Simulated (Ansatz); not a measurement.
Compare A (`C1=C[SiH2]C=C1`) with its isomer B (`C=C1C=C[SiH2]1`).

Calculated with Ansatz (gas phase, PBE0-D4/def2-TZVP geometries, no zero-point term in ΔE). CCSD(T)/CBS is the MP2 limit (def2-TZVPP, def2-QZVPP) plus CCSD(T) − MP2 in def2-TZVPP, frozen cores. DFT in def2-TZVPP. B3LYP here is the variant with VWN-RPA as its local correlation; programs differ in this.

Which isomer does CCSD(T)/CBS put lower? Give the gap. (Estimate.)

The calculation gave: A, by 76.6 kJ/mol.

Give E(B) − E(A) in kJ/mol with ωB97M-V, B3LYP, CCSD(T)/def2-TZVPP, HF/def2-TZVPP, B2PLYP, r2SCAN-D4, CCSD/def2-TZVPP. (Estimate.)

The calculation gave: ωB97M-V 76.0, B3LYP 69.9, CCSD(T)/def2-TZVPP 76.2, HF/def2-TZVPP 73.1, B2PLYP 73.1, r2SCAN-D4 73.7, CCSD/def2-TZVPP 76.4. None reverses the order clearly.

Largest T1 diagnostic: 0.013.

In def2-TZVPP, CCSD(T) changes the Hartree–Fock value by +3.1 kJ/mol (the triples alone add −0.2 kJ/mol) and MP2 by +3.6 kJ/mol. From PBE to PBE0 (25 % exact exchange), in def2-TZVPP and without D4, E(B) − E(A) moves by +4.2 kJ/mol.
